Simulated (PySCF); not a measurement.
H2Se, charge -1, doublet, at the geometry of the source list (a state made from the parent by changing its charge; the spin is typed, not shown lowest) (in this run its highest filled SCF level lies above zero, so its values depend strongly on the basis, on diffuse functions most of all); PySCF with PBE/cc-pVDZ.

The PySCF input:
```python
from pyscf import gto, scf, dft

mol = gto.M(
    atom='''
Se   -0.002600    0.669000    0.000000
H    -1.031300   -0.337800    0.000000
H     1.033900   -0.331200   -0.000000
''',
    basis='cc-pvdz',
    charge=-1,
    spin=1,
    verbose=4,
)

mf = dft.UKS(mol)
mf.xc = 'pbe'
mf.kernel()
mf.analyze()
```

What the program printed (banner, timings and long lists left out):

```
PySCF version 2.14.0

[INPUT] verbose = 4
[INPUT] num. atoms = 3
[INPUT] num. electrons = 37
[INPUT] charge = -1
[INPUT] spin (= nelec alpha-beta = 2S) = 1
[INPUT] symmetry False subgroup None
[INPUT] Mole.unit = angstrom
[INPUT] Symbol           X                Y                Z      unit          X                Y                Z       unit  Magmom
[INPUT]  1 Se    -0.002600000000   0.669000000000   0.000000000000 AA   -0.004913287924   1.264226777334   0.000000000000 Bohr   0.0
[INPUT]  2 H     -1.031300000000  -0.337800000000   0.000000000000 AA   -1.948874552264  -0.638349484878   0.000000000000 Bohr   0.0
[INPUT]  3 H      1.033900000000  -0.331200000000   0.000000000000 AA    1.953787840188  -0.625877292456   0.000000000000 Bohr   0.0

nuclear repulsion = 25.2469634939066
number of shells = 12
number of NR pGTOs = 91
number of NR cGTOs = 37
basis = cc-pvdz
ecp = {}

******** <class 'pyscf.dft.uks.UKS'> ********
method = UKS
initial guess = minao
damping factor = 0
level_shift factor = 0
DIIS = <class 'pyscf.scf.diis.CDIIS'>
diis_start_cycle = 1
diis_space = 8
diis_damp = 0
SCF conv_tol = 1e-09
SCF conv_tol_grad = None
SCF max_cycles = 50
direct_scf = True
direct_scf_tol = 1e-13
number electrons alpha = 19  beta = 18
XC library pyscf.dft.libxc version 7.1.2
    S. Lehtola, C. Steigemann, M. J. T. Oliveira, and M. A. L. Marques,  SoftwareX 7, 1–5 (2018)
XC functionals = pbe
    J. P. Perdew, K. Burke, and M. Ernzerhof,  Phys. Rev. Lett. 77, 3865 (1996)
    J. P. Perdew, K. Burke, and M. Ernzerhof,  Phys. Rev. Lett. 78, 1396 (1997)
    J. P. Perdew, K. Burke, and M. Ernzerhof,  Phys. Rev. Lett. 77, 3865 (1996)
    J. P. Perdew, K. Burke, and M. Ernzerhof,  Phys. Rev. Lett. 78, 1396 (1997)
radial grids:
    Treutler-Ahlrichs [JCP 102, 346 (1995); DOI:10.1063/1.469408] (M4) radial grids

becke partition: Becke, JCP 88, 2547 (1988); DOI:10.1063/1.454033
pruning grids: <function nwchem_prune>
grids dens level: 3
symmetrized grids: False
atomic radii adjust function: <function treutler_atomic_radii_adjust>
small_rho_cutoff = 0
Set gradient conv threshold to 3.16228e-05
tot grids = 40040
init E= -2401.47394618074

cycle= 1 E= -2402.20220330728  delta_E= -0.728  |g|= 0.221  |ddm|= 2.47
cycle= 2 E= -2402.18504113464  delta_E= 0.0172  |g|= 0.289  |ddm|= 7.15
cycle= 3 E= -2402.24299536368  delta_E= -0.058  |g|= 0.0568  |ddm|= 7.47
cycle= 4 E= -2402.24041748666  delta_E= 0.00258  |g|= 0.0605  |ddm|= 2.79
cycle= 5 E= -2402.23436017907  delta_E= 0.00606  |g|= 0.0946  |ddm|= 5.37
cycle= 6 E= -2402.24474030153  delta_E= -0.0104  |g|= 0.0255  |ddm|= 2.91
cycle= 7 E= -2402.2454671676  delta_E= -0.000727  |g|= 0.00805  |ddm|= 0.621
cycle= 8 E= -2402.24549777109  delta_E= -3.06e-05  |g|= 0.0055  |ddm|= 0.0188
cycle= 9 E= -2402.24552630622  delta_E= -2.85e-05  |g|= 0.00278  |ddm|= 0.0959
cycle= 10 E= -2402.24553214203  delta_E= -5.84e-06  |g|= 0.00161  |ddm|= 0.0265
cycle= 11 E= -2402.24553520294  delta_E= -3.06e-06  |g|= 5.78e-05  |ddm|= 0.0433
cycle= 12 E= -2402.24553520464  delta_E= -1.69e-09  |g|= 3.47e-05  |ddm|= 9.39e-05
cycle= 13 E= -2402.24553520604  delta_E= -1.4e-09  |g|= 2.97e-06  |ddm|= 0.000968
cycle= 14 E= -2402.24553520605  delta_E= -1.14e-11  |g|= 9.96e-07  |ddm|= 9.45e-05
Extra cycle  E= -2402.245535206  delta_E= 5.09e-11  |g|= 6.28e-06  |ddm|= 0.000262
converged SCF energy = -2402.245535206  <S^2> = 0.75183767  2S+1 = 2.0018368
**** SCF Summaries ****
Total Energy =                       -2402.245535205995566
Nuclear Repulsion Energy =              25.246963493906648
One-electron Energy =                -3404.182493399369378
Two-electron Energy =                  976.689994699467434
Two-electron Coulomb Energy =         1064.425289193839490
DFT Exchange-Correlation Energy =      -87.735294494372084
**** MO energy ****
                             alpha | beta                alpha | beta
MO #1   energy= -451.837986950267  | -451.837503225953  occ= 1 | 1
MO #2   energy= -57.1534566076404  | -57.153040351826   occ= 1 | 1
MO #3   energy= -51.3031572140939  | -51.3028842455347  occ= 1 | 1
MO #4   energy= -51.3027682951866  | -51.3015325258408  occ= 1 | 1
MO #5   energy= -51.3012731690205  | -51.3010381204825  occ= 1 | 1
MO #6   energy= -7.27283089360166  | -7.27198588329765  occ= 1 | 1
MO #7   energy= -5.2623568715705   | -5.26194049752194  occ= 1 | 1
MO #8   energy= -5.26030315717812  | -5.25826421687973  occ= 1 | 1
MO #9   energy= -5.25409276651969  | -5.25373631142895  occ= 1 | 1
MO #10  energy= -1.69874715444124  | -1.69681060641996  occ= 1 | 1
MO #11  energy= -1.69760910429626  | -1.69635168643816  occ= 1 | 1
MO #12  energy= -1.69252625824805  | -1.6924043600878   occ= 1 | 1
MO #13  energy= -1.69115604525388  | -1.68936519921329  occ= 1 | 1
MO #14  energy= -1.69033284979777  | -1.68927235746754  occ= 1 | 1
MO #15  energy= -0.377178041516189 | -0.367900687163889 occ= 1 | 1
MO #16  energy= -0.110494798054517 | -0.0907454489051918 occ= 1 | 1
MO #17  energy= -0.049311191855721 | -0.0315249022991728 occ= 1 | 1
MO #18  energy= 0.0493814566707784 | 0.0548543087774434 occ= 1 | 1
MO #19  energy= 0.222098367976482  | 0.250849484486156  occ= 1 | 0
MO #20  energy= 0.226091128178636  | 0.263805837230336  occ= 0 | 0
MO #21  energy= 0.506908498637052  | 0.528953532908147  occ= 0 | 0
MO #22  energy= 0.558215720888507  | 0.570268177591763  occ= 0 | 0
MO #23  energy= 0.644291019651201  | 0.657653251878188  occ= 0 | 0
MO #24  energy= 0.667583025917066  | 0.671866448012878  occ= 0 | 0
MO #25  energy= 0.693080257182959  | 0.704504143203684  occ= 0 | 0
MO #26  energy= 0.720865128736216  | 0.736171234254541  occ= 0 | 0
MO #27  energy= 0.731833453475492  | 0.737743227222176  occ= 0 | 0

To work with the spin densities directly, `use mulliken_meta_spin()` only printing them here.

 ** Mulliken spin pop alpha/beta on meta-lowdin orthogonal AOs **
 ** Mulliken Spin Density (per AO)  **
spin_pop of  0 Se 1s       -0.00000
spin_pop of  0 Se 2s       -0.00000
spin_pop of  0 Se 3s       -0.00000
spin_pop of  0 Se 4s       -0.00282
spin_pop of  0 Se 5s        0.00104
spin_pop of  0 Se 2px       0.00000
spin_pop of  0 Se 2py      -0.00000
spin_pop of  0 Se 2pz      -0.00000
spin_pop of  0 Se 3px       0.00002
spin_pop of  0 Se 3py      -0.00000
spin_pop of  0 Se 3pz      -0.00000
spin_pop of  0 Se 4px       0.42227
spin_pop of  0 Se 4py      -0.02446
spin_pop of  0 Se 4pz       0.00041
spin_pop of  0 Se 5px       0.02371
spin_pop of  0 Se 5py      -0.00009
spin_pop of  0 Se 5pz       0.00014
spin_pop of  0 Se 3dxy      0.00002
spin_pop of  0 Se 3dyz     -0.00000
spin_pop of  0 Se 3dz^2    -0.00000
spin_pop of  0 Se 3dxz     -0.00002
spin_pop of  0 Se 3dx2-y2   -0.00001
spin_pop of  0 Se 4dxy      0.00356
spin_pop of  0 Se 4dyz     -0.00053
spin_pop of  0 Se 4dz^2    -0.00052
spin_pop of  0 Se 4dxz      0.00002
spin_pop of  0 Se 4dx2-y2    0.00030
spin_pop of  1 H 1s        0.21981
spin_pop of  1 H 2s        0.06388
spin_pop of  1 H 2px      -0.00020
spin_pop of  1 H 2py      -0.00031
spin_pop of  1 H 2pz      -0.00001
spin_pop of  2 H 1s        0.22730
spin_pop of  2 H 2s        0.06705
spin_pop of  2 H 2px      -0.00022
spin_pop of  2 H 2py      -0.00030
spin_pop of  2 H 2pz      -0.00001
 ** Mulliken Spin Density (per atom)  **
spin density of  0 Se =      0.42302
spin density of  1 H =      0.28317
spin density of  2 H =      0.29382
 ** Mulliken pop alpha/beta on meta-lowdin orthogonal AOs **
 ** Mulliken pop       alpha | beta **
pop of  0 Se 1s        1.00000 | 1.00000
pop of  0 Se 2s        0.99998 | 0.99998
pop of  0 Se 3s        0.99979 | 0.99979
pop of  0 Se 4s        0.87165 | 0.87447
pop of  0 Se 5s        0.00406 | 0.00302
pop of  0 Se 2px       1.00000 | 1.00000
pop of  0 Se 2py       1.00000 | 1.00000
pop of  0 Se 2pz       1.00000 | 1.00000
pop of  0 Se 3px       0.99994 | 0.99992
pop of  0 Se 3py       0.99992 | 0.99992
pop of  0 Se 3pz       0.99994 | 0.99994
pop of  0 Se 4px       0.92222 | 0.49995
pop of  0 Se 4py       0.65871 | 0.68317
pop of  0 Se 4pz       0.99556 | 0.99515
pop of  0 Se 5px       0.02777 | 0.00406
pop of  0 Se 5py       0.00171 | 0.00181
pop of  0 Se 5pz       0.00264 | 0.00251
pop of  0 Se 3dxy      0.99987 | 0.99985
pop of  0 Se 3dyz      0.99992 | 0.99992
pop of  0 Se 3dz^2     0.99990 | 0.99991
pop of  0 Se 3dxz      0.99991 | 0.99993
pop of  0 Se 3dx2-y2    0.99989 | 0.99990
pop of  0 Se 4dxy      0.00715 | 0.00359
pop of  0 Se 4dyz      0.00097 | 0.00150
pop of  0 Se 4dz^2     0.00135 | 0.00188
pop of  0 Se 4dxz      0.00008 | 0.00006
pop of  0 Se 4dx2-y2    0.00073 | 0.00043
pop of  1 H 1s        0.68080 | 0.46099
pop of  1 H 2s        0.06581 | 0.00193
pop of  1 H 2px       0.00066 | 0.00086
pop of  1 H 2py       0.00080 | 0.00111
pop of  1 H 2pz       0.00049 | 0.00050
pop of  2 H 1s        0.68687 | 0.45957
pop of  2 H 2s        0.06898 | 0.00193
pop of  2 H 2px       0.00065 | 0.00088
pop of  2 H 2py       0.00079 | 0.00109
pop of  2 H 2pz       0.00048 | 0.00049
In total            19.00000 | 18.00000
 ** Mulliken atomic charges   ( Nelec_alpha | Nelec_beta ) **
charge of  0Se =     -0.56434  (    17.49368     17.07066 )
charge of  1H =     -0.21393  (     0.74855      0.46538 )
charge of  2H =     -0.22173  (     0.75778      0.46396 )

WARN: System has nonzero charge -1; the dipole moment is origin-dependent.
Location of origin: [0. 0. 0.]

Dipole moment(X, Y, Z, Debye): -0.02251, -2.08975, -0.00000
```
